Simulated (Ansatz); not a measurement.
CH5B2NO at its PBE0-D4/def2-TZVP geometry, where that method's forces vanish. Total charge 0; spin multiplicity 1. The bonds changed during the relaxation, so this is another structure than the one it started from.

```xyz
10

B     0.9838    0.5399    0.4329
C    -0.0172   -0.4937   -0.0879
N    -0.2412   -1.0967   -1.2470
B    -0.6258    0.9042    0.9127
O    -1.0961   -0.4125    0.7483
H     1.1869    0.2938    1.6089
H     1.8226    1.0790   -0.2238
H     0.5019   -1.1630   -1.9183
H    -1.1594   -1.4280   -1.4934
H    -1.3554    1.7770    1.2676
```

(1) What forces (eV/Å) does r2SCAN-D4/def2-TZVPP give on these atoms in the Gaussian-basis code of Ansatz? (Estimate.)

Answers

(1) Ansatz gave: 
```
B1   0.072  0.076  0.017
C2   0.385  0.104  0.012
N3  -0.060 -0.117 -0.219
B4   0.104  0.168  0.018
O5  -0.482 -0.187  0.228
H6   0.021  0.018 -0.026
H7  -0.014 -0.023  0.026
H8   0.004 -0.002 -0.015
H9  -0.026 -0.010 -0.023
H10 -0.003 -0.026 -0.019
```
